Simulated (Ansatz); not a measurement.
Born–Oppenheimer molecular dynamics of CH₉NOSi₂ (14 atoms, charge 0, multiplicity 1). It goes on from the last frame of an earlier run, with new velocities.

The calculation used Ansatz 0.2.0, RKS r2SCANh/6-31G.

```yaml
ensemble: NVT, Langevin thermostat
time_step: 1 fs
steps_asked: 100
set_temperature: 200 K
friction: 0.02 /fs
seed: 651145
```

First frame:

```xyz
14
Properties=species:S:1:pos:R:3
Si -0.088 -0.237 -0.005
N -0.001 -0.167 1.685
H -0.075 -0.881 2.276
H 0.439 0.590 2.229
O 1.283 -0.995 -0.663
Si 2.928 -1.399 -1.056
H 3.011 -2.780 -1.767
H 3.599 -0.387 -1.867
H 3.638 -1.509 0.265
H -0.082 1.228 -0.464
C -1.589 -1.254 -0.453
H -2.501 -0.680 -0.139
H -1.673 -1.408 -1.587
H -1.605 -2.240 0.175
```

Q: How far do the bonds stretch over the last three quarters of this one trajectory? (Pairs bonded in most of those frames.)

A: 
```
   bond  mean (Å)  spread (Å)  shortest  longest
 Si1–N2     1.754       0.026      1.70     1.79
 Si1–O5     1.703       0.026      1.66     1.76
Si1–H10     1.511       0.038      1.45     1.57
Si1–C11     1.888       0.041      1.83     1.96
  N2–H3     1.010       0.030      0.95     1.07
  N2–H4     1.011       0.034      0.94     1.07
 O5–Si6     1.698       0.025      1.64     1.74
 Si6–H7     1.508       0.048      1.42     1.59
 Si6–H8     1.512       0.024      1.46     1.55
 Si6–H9     1.510       0.035      1.45     1.58
C11–H12     1.096       0.027      1.05     1.15
C11–H13     1.095       0.028      1.04     1.14
C11–H14     1.101       0.043      1.03     1.17
```

Mean temperature of the second half: 228 K. The mean temperature of the second half is 14 % above the set value. A run of 0.1 ps of so small a system gives no equilibrium averages. Limits of this set-up: no polarisation functions.

Time of the run: 14 min on 1 thread of Arm Neoverse V1, on a shared host, peak memory 0.19 GiB.
